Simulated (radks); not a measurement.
Numerical settings for neutral bismuth, [Hg] 6p3. Calculated with a radial shooting solver on a logarithmic mesh with Libxc functionals: scalar-relativistic Kohn-Sham, LDA (Slater exchange, Perdew-Wang correlation), spin-unpolarised, spherical densities, finite nucleus; Fermi nuclear charge, rms radius 5.5211 fm. The defaults (mesh step 0.008 in ln r, mesh end at 40 bohr or more with all orbitals vanishing there, Anderson mixing 0.5 over 9 steps, residual threshold near 1e-9 with the energy settled to 1e-9 hartree or 1e-11 of itself, here a cap of 83 iterations) give E = -21512.835 hartree and 6p at -4.770 eV in 13 iterations. Run on one thread of a shared host, so times are rough (Arm Neoverse N1): 0.18 s of CPU time, 0.18 s wall, 13 iterations on 2440 mesh points. Changes against that run (0 stands for a change within the tolerance of the run):

| setting | iterations | converged | E (mhartree) | e(6p) (meV) | CPU (s) |
|---|---|---|---|---|---|
| mesh step in ln r 0.02 | 13 | yes | +0.00143 | 0 | 0.09 |
| mesh step in ln r 0.12 | 4 | no | diverged | - | 0.01 |
| mesh step in ln r 0.03 | 13 | yes | +0.0156 | 0 | 0.06 |
| mesh end (bohr) 8 | 15 | yes | +4.77 | +221 | 0.19 |
| mesh end (bohr) 20 | 13 | yes | 0 | 0 | 0.18 |
| residual threshold 0.01 | 10 | yes | 0 | -0.101 | 0.16 |
| residual threshold 0.001 | 10 | yes | 0 | -0.101 | 0.16 |
| mixing 1.5 | 14 | yes | 0 | 0 | 0.2 |
| linear mixing, mixing 0.2 | 83 | no | 0 | 0 | 0.8 |
| linear mixing, mixing 1 | 83 | no | +4.77e+05 | -1.06e+06 | 3.5 |
| mixing history 20 | 16 | yes | 0 | 0 | 0.21 |
| iteration cap 3 | 3 | no | -153 | -314 | 0.06 |

Settings that end as converged yet miss the energy by more than 1 mhartree: mesh end (bohr) 8 (+0.00477 hartree). A mesh that ends early acts as a hard wall.
